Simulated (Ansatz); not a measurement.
Input for Ansatz (a program for electronic structure): R-PBE0/def2-TZVPP on C6H4O2 (SMILES O=C1C=CC(=O)C=C1).

Ansatz 0.2 input:
```yaml
crystal:
  periodic: [false, false, false]
  atoms:
    - {symbol: O, position_ang: [2.60376909, 0.51860417, -0.03774125]}
    - {symbol: C, position_ang: [1.40976413, 0.28078911, -0.02043806]}
    - {symbol: C, position_ang: [0.40857791, 1.37026012, 0.04126883]}
    - {symbol: C, position_ang: [-0.90099491, 1.10942457, 0.06025539]}
    - {symbol: C, position_ang: [-1.40976412, -0.28078910, 0.02043806]}
    - {symbol: O, position_ang: [-2.60376908, -0.51860416, 0.03774125]}
    - {symbol: C, position_ang: [-0.40857791, -1.37026012, -0.04126883]}
    - {symbol: C, position_ang: [0.90099491, -1.10942458, -0.06025539]}
    - {symbol: H, position_ang: [0.80603950, 2.37694283, 0.06947095]}
    - {symbol: H, position_ang: [-1.65281812, 1.88719667, 0.10511275]}
    - {symbol: H, position_ang: [-0.80603951, -2.37694283, -0.06947095]}
    - {symbol: H, position_ang: [1.65281811, -1.88719668, -0.10511275]}
basis:
  gaussian:
    orbitals: def2-TZVPP
hamiltonian:
  xc: {name: PBE0}
scf: {lower_state_search: off}
```

Program output:

```
WARN ansatz: RAYON_NUM_THREADS=4 ignored (pool sized by the plan → 4); use --threads N
Functional definition: PBE0
these checks for a lower state are left out or cut short: stability, starts, cluster_reference, orbital_swaps, neighbouring_geometries, increment
integrals: 0.28 GiB planned
1618 factors; their error is unknown
mean field: 2.52 GiB planned
mean field evaluation 1: about -10364.3798 eV, gradient 6.3e1 eV
mean field evaluation 2: about -10363.0689 eV, gradient 7.1e1 eV
mean field evaluation 4: about -10371.9968 eV, gradient 4.5e0 eV
mean field evaluation 8: about -10372.0328 eV, gradient 4.8e-2 eV
mean field evaluation 16: about -10372.0457 eV, gradient 1.0e-4 eV
mean field -10372.04573471 eV, -381.1656503255 hartree, gradient 1.5e-6 eV, S^2 0.000000; 0 other end points of the search recorded, 0 dependent functions left out
reference -10372.04576464 eV, -381.1656514253 hartree; 28, 28 occupied and 276, 276 virtual orbitals, 1618 factors
Total energy: -10372.04576464 eV, -381.1656514253 hartree
Checks for a lower state left out: stability, starts, cluster_reference, orbital_swaps, neighbouring_geometries, increment
```

The run converged.

Cost: roughly 10 core-seconds.
